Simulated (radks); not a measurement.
Question: The platinum ion Pt13+ is in [Kr] 4d10 4f14 5s2 5p(1/2: 2, 3/2: 1). All-electron calculation, Dirac Kohn-Sham, BLYP, spin-unpolarised, spherical densities, finite nucleus; Fermi nuclear charge, rms radius of each element as measured or else 0.836 A^(1/3) + 0.57 fm. Program: a radial shooting solver on a logarithmic mesh with Libxc functionals. Sub-shells are occupied by j as written (lower j first in brackets). One electron is removed from 4f5/2, 5p3/2, 5p1/2, 4f7/2 in turn, with full relaxation. Which removal costs least, and what does each cost?

Answer: 5p3/2 285.47 eV; 5p1/2 305.85 eV; 4f7/2 331.48 eV; 4f5/2 335.21 eV. The 5p3/2 electron leaves first.
